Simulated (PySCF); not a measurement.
From one molecule to another.

First species: diisopropyl ether, C6H14O.
Bonds: C1–C2, C2–C3, C2–O4, O4–C5, C5–C6, C5–C7. Hydrogens: H8, H9, H10 on C1; H11 on C2; H12, H13, H14 on C3; H15 on C5; H16, H17, H18 on C6; H19, H20, H21 on C7.

Second species: C3H5GeN.
Bonds: C1–C2 (triple), C2–Ge3, Ge3–N4, N4–C5 (double). Hydrogens: H6 on C1; H7, H8 on Ge3; H9, H10 on C5.

Levels: CAM-B3LYP/def2-SVPD for dipole moment, HOMO energy, LUMO energy, HOMO–LUMO gap, static isotropic polarisability and electronic spatial extent ⟨r²⟩ about the centre of nuclear charge; TDDFT CAM-B3LYP/def2-SVPD for lowest singlet excitation; TDA CAM-B3LYP/def2-SVPD for lowest triplet excitation (Tamm–Dancoff); ΔSCF CAM-B3LYP/def2-SVPD for vertical ionisation energy; PBE0-D3(BJ)/def2-SVP for rotational constant A and rotational constant C. Geometries: PBE0-D3(BJ)/def2-SVP. Each structure is a single optimised conformer of the isolated species, non-relativistic unless stated. Electronic properties by PySCF.

Dipoles, sizes and rotational constants follow the conformer. The torsions of the flexible species, by atom-mapped SMILES:
- `[CH3:1][CH:2]([CH3:3])[O:4][CH:5]([CH3:6])[CH3:7]`: C1–C2–O4–C5 -84°, C2–O4–C5–C6 153°
- `[CH:1]#[C:2][GeH2:3][N:4]=[CH2:5]`: C2–Ge3–N4–C5 0°

**Question.** Which has the higher T1 energy?

**Answer.** The first: 7.06 eV against 3.66 eV, a difference of 3.40 eV.

**Question.** Which of the two has the higher rotational constant A, and by how much?

**Answer.** The second: 4.655 GHz against 4.097 GHz, a difference of 0.558 GHz.

**Question.** Which of the two has the higher static isotropic polarisability, and by how much?

**Answer.** The first: 80.5 au against 70.5 au, a difference of 10.0 au.

**Question.** Which of the two has the higher rotational constant C, and by how much?

**Answer.** The second: 1.776 GHz against 1.386 GHz, a difference of 0.390 GHz.

**Question.** Which of the two has the higher ⟨r²⟩, and by how much?

**Answer.** The first: 1012 bohr² against 665 bohr², a difference of 347 bohr².

**Question.** Which has the higher dipole moment?

**Answer.** The second: 1.70 D against 1.27 D, a difference of 0.43 D.

**Question.** Which of the two has the higher HOMO–LUMO gap, and by how much?

**Answer.** The first: 9.99 eV against 9.00 eV, a difference of 0.99 eV.

**Question.** Which of the two has the higher S1 energy, and by how much?

**Answer.** The first: 7.17 eV against 4.32 eV, a difference of 2.85 eV.

On the first: The vertical singlet–triplet gap S1 − T1 is 0.11 eV (TDDFT singlet less Tamm–Dancoff triplet; S1: HOMO→LUMO, weight 0.93; T1: HOMO→LUMO, weight 0.90). S1 lies 2.82 eV below the HOMO–LUMO gap; its leading configuration is HOMO→LUMO, weight 0.93.

On the second: The principal polarisabilities are 52.2, 75.2 and 84.2 au; their mean is the isotropic value. The calculation is non-relativistic and has no spin–orbit coupling, an omission that weighs most on germanium.
